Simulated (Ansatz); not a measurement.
Start from `N/[C]([AlH2])=C\C=O` and change one atom or group (the configuration at the double bond changes too) to get `N/C=C/C=O`.

Ansatz, PBE0-D4/def2-TZVP geometries, multiplicity 1. Each molecule was computed in one conformer, which needn't be the lowest.

```
                                        property  `N/[C]([AlH2])=C\C=O`
size of the dipole moment (B3LYP/def2-TZVPP) / D                   5.26
           HOMO–LUMO gap (B3LYP/def2-TZVPP) / eV                   3.96
             LUMO energy (B3LYP/def2-TZVPP) / eV                  -2.49
              HOMO energy (PBE0/def2-TZVPP) / eV                  -6.65
           HOMO energy (ωB97M-V/def2-TZVPP) / eV                  -8.71
               LUMO energy (PBE/def2-TZVPP) / eV                  -3.05
```

(1) Give the same properties after the change, and the shifts. (Estimate.)

## Answers

(1) The calculation gave: 
| property | `N/C=C/C=O` | shift |
| --- | --- | --- |
| size of the dipole moment (B3LYP/def2-TZVPP) / D | 6.52 | 1.26 |
| HOMO–LUMO gap (B3LYP/def2-TZVPP) / eV | 5.53 | 1.57 |
| LUMO energy (B3LYP/def2-TZVPP) / eV | -0.93 | 1.56 |
| HOMO energy (PBE0/def2-TZVPP) / eV | -6.66 | -0.01 |
| HOMO energy (ωB97M-V/def2-TZVPP) / eV | -8.73 | -0.02 |
| LUMO energy (PBE/def2-TZVPP) / eV | -1.66 | 1.39 |

Dipoles are sizes alone; their direction can turn.

B3LYP here is the variant with VWN-RPA as its local correlation; programs differ in this.
